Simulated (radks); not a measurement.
Task: These are the eigenvalues of the occupied orbitals of an atom or ion with whole-number occupations (eV). Method: scalar-relativistic Kohn-Sham, PBE, spin-polarised, spherical densities, finite nucleus; Fermi nuclear charge, rms radius of each element as measured or else 0.836 A^(1/3) + 0.57 fm; computed with a radial shooting solver on a logarithmic mesh with Libxc functionals.

1s down: -5884.037
1s up: -5884.025
2s up: -671.4657
2s down: -669.9999
2p up: -564.8024
2p down: -563.6828
3s up: -79.1723
3s down: -75.2294
3p up: -50.4740
3p down: -46.6012
3d up: -7.1055
4s up: -5.2519
4s down: -4.3773

Which element is it, and in what charge state? The configuration may be excited. Open shells, if any, are filled with parallel spins first.

Result: Z = 24, chromium, charge 0: Cr in [Ar] 3d4 4s2. The list shows which subshells hold electrons but not how many an open one holds; the 1s level, -216.23 hartree, gives Z - s = 20.8 by -(Z - s)^2/2, which with screening and relativity narrows Z to a few neighbours, and the depths of the outer levels then fix element, charge and occupations together.
